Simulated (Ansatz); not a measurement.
Calculated with Ansatz (gas phase, PBE0-D4/def2-TZVP geometries, no zero-point term in ΔE). CCSD(T)/CBS adds triple-zeta CCSD(T) − MP2 to the extrapolated MP2 energy (def2 sets, frozen cores). DFT in def2-TZVPP. B3LYP here is the variant with VWN-RPA as its local correlation; programs differ in this. def2 core potentials past Kr. For Hf, Se outer-core shells are correlated without core-valence functions, which leaves a few kJ/mol of doubt a bond. Scalar relativity is left out up to krypton. Each species was taken in one conformer, which may not be the lowest.

Reaction (redistribution): `C[NH][Hf]([OH])([Cl])[Cl]` + `C=C([SiH3])[SeH]` → `[OH][Hf]([Cl])([Cl])[SeH]` + `C=C([SiH3])NC`

```
          level  ΔE (kcal/mol)
        PBE0-D4           -7.7
         B2PLYP           -5.0
            PBE           -6.9
           PBE0           -7.6
          B3LYP           -5.6
CCSD/def2-TZVPP           -3.7
   HF/CBS(def2)           -6.3
 CCSD/CBS(def2)           -4.5
```

Question: What does CCSD(T)/CBS give? (An estimate is asked.)

Answer: The calculation gave: -4.7 kcal/mol. The listed levels differ from it by -3.0, -0.3, -2.2, -2.9, -0.9, 1.0, -1.6, 0.2 kcal/mol.

Largest T1 diagnostic among the species: 0.014.

From PBE to PBE0 (25 % exact exchange), in def2-TZVPP and without D4, ΔE moves by −0.8 kcal/mol. In def2-TZVPP, CCSD(T) changes the Hartree–Fock value by +2.4 kcal/mol (the triples alone add −0.2 kcal/mol) and MP2 by +2.4 kcal/mol.
